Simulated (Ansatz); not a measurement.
Program: Ansatz. Geometries: PBE0-D4/def2-TZVP. ΔE: electronic, gas phase. CBS: MP2 limit from def2 TZ/QZ plus the TZ coupled-cluster correction, frozen cores. This one scheme is used for every species. Functionals use def2-TZVPP. One conformer a species, not always the lowest.

Reaction (hydrogenolysis of a B–C bond): `CB(S)C(N)F` + H₂ → `CBS` + `NCF`

`CB(S)C(N)F`:

```xyz
13

C    -0.587    1.841   -0.363
B    -0.531    0.285   -0.332
S    -1.956   -0.679   -0.797
C     0.819   -0.469    0.063
N     0.654   -1.727    0.682
F     1.622    0.404    0.845
H    -1.529    2.257   -0.722
H     0.230    2.234   -0.977
H    -0.394    2.223    0.645
H    -1.399   -1.886   -0.580
H     1.397   -0.618   -0.860
H     1.533   -2.199    0.845
H     0.141   -1.666    1.551
```

H₂:

Cartesian coordinates in Å:
```
H 0.235 0.061 -0.283
H -0.235 -0.061 0.283
```

`CBS`:

Cartesian coordinates in Å:
```
C 0.248 -1.047 0.237
B 0.077 0.410 -0.288
S -1.097 1.499 0.494
H 1.293 -1.213 0.524
H 0.056 -1.755 -0.577
H -0.389 -1.313 1.083
H 0.715 0.826 -1.209
H -0.902 2.592 -0.263
```

`NCF`:

Z-matrix (Å, degrees):
```
C
F 1 1.406
N 1 1.402 2 113.7
H 1 1.092 2 106.1 3 121.3
H 1 1.092 2 106.1 3 -121.3
H 3 1.010 1 112.8 2 62.5
H 3 1.010 1 112.8 2 -62.5
```

```json
{"level": "r2SCAN-D4", "ΔE (kcal/mol)": "-4.8"}
{"level": "PBE0-D4", "ΔE (kcal/mol)": "-5.8"}
{"level": "r2SCAN", "ΔE (kcal/mol)": "-5.5"}
{"level": "MP2/def2-QZVPP", "ΔE (kcal/mol)": "-5.2"}
```

Problem. What does CCSD(T)/CBS give? (Best estimate.)

Solution. Ansatz gave: -5.9 kcal/mol. The listed levels differ from it by 1.1, 0.1, 0.4, 0.7 kcal/mol.

Largest T1 diagnostic among the species: 0.013.

The D4 term adds +3.7 kcal/mol with B3LYP and +2.1 kcal/mol with PBE0; it sums over pairs of atoms, weighted by their polarisabilities, and B3LYP, whose exchange is more repulsive, gets the larger term. In def2-TZVPP, CCSD(T) changes the Hartree–Fock value by +8.4 kcal/mol (the triples alone add +1.6 kcal/mol) and MP2 by +9.4 kcal/mol.

B3LYP here is the variant with VWN-RPA as its local correlation; programs differ in this.
